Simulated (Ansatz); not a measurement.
Born–Oppenheimer molecular dynamics of H₁₁NSi₄ (16 atoms, charge 0, multiplicity 1). It starts from a relaxed structure.

These are results of RKS BLYP/STO-3G in Ansatz 0.2.0, not measurements.

```json
{
 "ensemble": "NVE (velocity Verlet)",
 "time step": "0.5 fs",
 "steps asked": "500",
 "starting velocities drawn for": "400 K",
 "seed": "614123"
}
```

First frame:

```xyz
16
Properties=species:S:1:pos:R:3
Si 0.034 -0.074 0.005
N 0.159 -0.406 1.808
H -0.839 -0.371 2.200
H 0.580 0.472 2.257
Si 2.188 0.051 -0.745
H 2.911 -1.195 -0.541
H 2.223 0.350 -2.170
H 2.923 1.108 -0.064
Si -1.094 1.862 -0.518
H -2.469 1.832 -0.037
H -0.460 3.029 0.080
H -1.144 2.087 -1.957
Si -1.057 -1.876 -0.875
H -2.362 -2.058 -0.256
H -1.278 -1.700 -2.304
H -0.305 -3.110 -0.696
```

(1) What does the run give?

(2) What happens to the structure?

(3) How do temperature and energy run in time?

Results:

(1) The run went to its last step.

| Property | Result |
| --- | --- |
| steps done | 500 |
| time covered | 250 fs |
| mean temperature over the second half | 192 K |
| spread of the potential energy over the second half | 4.7 meV per atom |
| mean potential energy of the second half above the start | 23.7 meV per atom |

The conserved energy stayed within 0.26 meV per atom of its start (net change 0.031 meV per atom), so the integration is sound. Over the second half the temperature averaged 0.48 of the 400 K drawn at the start: a run that starts near a minimum puts about half its kinetic energy into the potential. A run of 0.25 ps of so small a system gives no equilibrium averages. Limits of this set-up: minimal basis.

(2) The same pairs are bonded in the first frame and the last. Pairs count as bonded within 1.25 times the sum of covalent radii (0.12 Å more for H–H). The details hang on the random start.

(3) 
```tsv
time (fs)	T (K)	potential energy less start (eV)	conserved less start (meV/atom)
0	400	0.000	0.00
20.5	212	0.342	0.07
41	104	0.538	0.20
61.5	170	0.420	0.21
82	205	0.356	0.13
102.5	225	0.318	0.06
123	207	0.352	0.12
143.5	145	0.464	0.20
164	184	0.393	0.18
184.5	224	0.320	0.07
205	221	0.324	0.06
225.5	224	0.321	0.11
246	205	0.355	0.14
```

The run took 35 min on 1 thread of Arm Neoverse V1, with other jobs on the host, peak memory 0.11 GiB.
